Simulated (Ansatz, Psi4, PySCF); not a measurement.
System: Si2H2F3, charge 0, multiplicity 2. SMILES: F[SiH][SiH](F)F
Structure (B3LYP-D3(BJ)/def2-TZVP (Ansatz, a first-principles code) minimum search):
```xyz
7

F      2.0626    -1.3020    -0.0588
Si     1.4267     0.1682     0.1455
Si    -0.8792     0.0955    -0.3265
F     -1.4108     1.5967    -0.1935
F     -1.5985    -0.7789     0.7980
H      2.1771     1.0969    -0.7435
H     -1.3235    -0.4297    -1.6333
```
Charge 0, spin multiplicity 2.

Quantity: size of the dipole moment, in D. Terms: 6-311+G** with 5d, 6d on Na to Ar in Ansatz; spin-orbit terms left out; dispersion terms only where a functional's name holds one; non-relativistic; 6-31G* and kin with 6d, 5d where marked; UHF or UKS for open shells. Ab initio and DFT rows: single points at B3LYP-D3(BJ) geometries (Ansatz).

```tsv
level	program	size of the dipole moment (D)
SVWN5/6-31G*	Ansatz	1.19
BP86/def2-SVP	PySCF	1.03
B3LYP/6-31G*	Ansatz	1.17
B3LYP/6-311+G**	Ansatz	1.45
wB97X-D/6-31G*	Psi4	1.22
wB97X-D/6-311+G**	Psi4	1.50
```

No value to compare with is used here. The 6 habitual levels span 1.03 (BP86/def2-SVP) to 1.50 D (wB97X-D/6-311+G**).

The levels are drawn from those run, B3LYP/6-31G* more often than the rest, none by its result; left out are runs that failed, that the program found above a lower state of the same kind, or whose <S^2> lies over 0.5 above the pure value.
